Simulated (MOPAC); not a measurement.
Input for MOPAC: PM7 on LiN+, 2S+1 = 4, a spin state set in the input, which need not be the lowest, a point of a bond scan (R = 2.176 Å). Charge +1.

```
PM7 1SCF PRECISE CHARGE=1 UHF MS=1.5 THREADS=1
LiN

Li     0.00000000 1     0.00000000 1     0.00000000 1
N      0.00000000 1     0.00000000 1     2.17577300 1
```

The log:

```
*******************************************************************************
 **                                                                           **
 **                              MOPAC v23.2.5                                **
 **                                                                           **
 *******************************************************************************
 ** MOPAC's Digital Object Identifier: https://doi.org/10.5281/zenodo.6511958 **
 **                                                                           **
 ** Please cite the open-source release paper for use of this MOPAC version:  **
 ** J. E. Moussa and J. J. P. Stewart (2026)                                  **
 ** MOPAC: An open-source semiempirical molecular orbital program             **
 ** J. Open Source Softw., 11(119), 8025, https://doi.org/10.21105/joss.08025 **
 *******************************************************************************

                              PM7 CALCULATION RESULTS

 *******************************************************************************
 *  PM7        - The PM7 Hamiltonian to be used
 *  UHF        - UNRESTRICTED HARTREE-FOCK CALCULATION
 *
 *
 *
 *                 CHARGE ON SYSTEM = +1
 *
 *
 *
 *  MS=        - IN MECI, MAGNETIC COMPONENT OF SPIN =  1.5
 *  PRECISE    - TIGHTER CRITERIA TO BE USED
 *  1SCF       - DO 1 SCF AND THEN STOP
 *  THREADS=1  - MULTI-THREADING NOT USED
 *  T=         - A TIME OF 172800.0 SECONDS REQUESTED
 *  DUMP=N     - RESTART FILE WRITTEN EVERY 7200.0 SECONDS REQUESTED
 *******************************************************************************
PM7 1SCF PRECISE CHARGE=1 UHF MS=1.5 THREADS=1
 LiN

   ATOM   CHEMICAL          X               Y               Z
  NUMBER   SYMBOL      (ANGSTROMS)     (ANGSTROMS)     (ANGSTROMS)

     1      Li          0.00000000  *   0.00000000  *   0.00000000  *
     2       N          0.00000000  *   0.00000000  *   2.17577300  *



          CARTESIAN COORDINATES

    NO.       ATOM           X           Y           Z

     1        Li          0.0000      0.0000      0.0000
     2         N          0.0000      0.0000      2.1758

 General Reference for PM7:
 "Optimization of Parameters for Semiempirical Methods VI: More Modifications to the
 NDDO Approximations and Re-optimization of Parameters", J. J. P. Stewart, J. Mol. Mod., 1:32, 19 (2013)
 https://link.springer.com/article/10.1007/s00894-012-1667-x

           Empirical Formula: N Li  =     2 atoms



      MOLECULAR POINT GROUP   :   C*v


          UHF CALCULATION, NO. OF ALPHA ELECTRONS =    4
                           NO. OF BETA  ELECTRONS =    1

 -------------------------------------------------------------------------------
 PM7 1SCF PRECISE CHARGE=1 UHF MS=1.5 THREADS=1
 LiN



     1SCF WAS SPECIFIED, SO BFGS WAS NOT USED
     SCF FIELD WAS ACHIEVED


                              PM7 CALCULATION
                                                       MOPAC v23.2.5 Linux




          FINAL HEAT OF FORMATION =        258.17147 KCAL/MOL =    1080.18945 KJ/MOL


          COSMO AREA              =         76.43 SQUARE ANGSTROMS
          COSMO VOLUME            =         58.32 CUBIC ANGSTROMS

          IONIZATION POTENTIAL    =         19.712960 EV
          ALPHA SOMO LUMO (EV)    =        -19.713 -4.368
          BETA  SOMO LUMO (EV)    =        -27.073 -6.350
          NO. OF ALPHA ELECTRONS  =          4
          NO. OF BETA  ELECTRONS  =          1
          MOLECULAR WEIGHT        =         20.9467         POINT GROUP:  C*v

          MOLECULAR DIMENSIONS (Angstroms)

            Atom       Atom       Distance
            N     2   Li     1     2.17577
            N     2   Li     1     0.00000
           Li     1    N     2     0.00000


          SCF CALCULATIONS        =          1





   ATOM   CHEMICAL          X               Y               Z
  NUMBER   SYMBOL      (ANGSTROMS)     (ANGSTROMS)     (ANGSTROMS)

     1      Li          0.00000000  *   0.00000000  *   0.00000000  *
     2       N          0.00000000  *   0.00000000  *   2.17577300  *

                             CARTESIAN COORDINATES

   1   Li        0.000000000     0.000000000     0.000000000
   2    N        0.000000000     0.000000000     2.175773000


           Empirical Formula: N Li  =     2 atoms



      MOLECULAR POINT GROUP   :   C*v


          ALPHA EIGENVALUES
 -35.90781 -20.00375 -19.71296 -19.71296  -4.36790  -2.06282  -2.06282  -2.05960


           BETA EIGENVALUES
 -27.07304  -6.35033  -5.56391  -5.56391  -3.82103  -2.05677  -2.05677  -2.05094


              NET ATOMIC CHARGES AND DIPOLE CONTRIBUTIONS

  ATOM NO.   TYPE          CHARGE      No. of ELECS.   s-Pop       p-Pop
    1         Li           0.960298        0.0397     0.03962     0.00008
    2          N           0.039702        4.9603     1.96926     2.99104
 DIPOLE           X         Y         Z       TOTAL
 POINT-CHG.     0.000     0.000    -6.573     6.573
 HYBRID         0.000     0.000     0.171     0.171
 SUM            0.000     0.000    -6.403     6.403


          ATOMIC ORBITAL ELECTRON POPULATIONS

     Atom    s        px        py        pz
    1 Li   0.03962   0.00000   0.00000   0.00008
    2  N   1.96926   1.00000   1.00000   0.99104


                    (SZ)    =    1.500000
                    (S**2)  =    3.751739


          ATOMIC ORBITAL SPIN POPULATIONS

    Atom   Total    s     px     py     pz
         Atomic
    1 Li  0.0017  0.002  0.000  0.000  0.000
    2  N  2.9983  0.015  1.000  1.000  0.983

 **********************
 *                    *
 * JOB ENDED NORMALLY *
 *                    *
 **********************




 == MOPAC DONE ==
```

The run finished.

Cost: about 0.020 core-seconds (a rough figure).
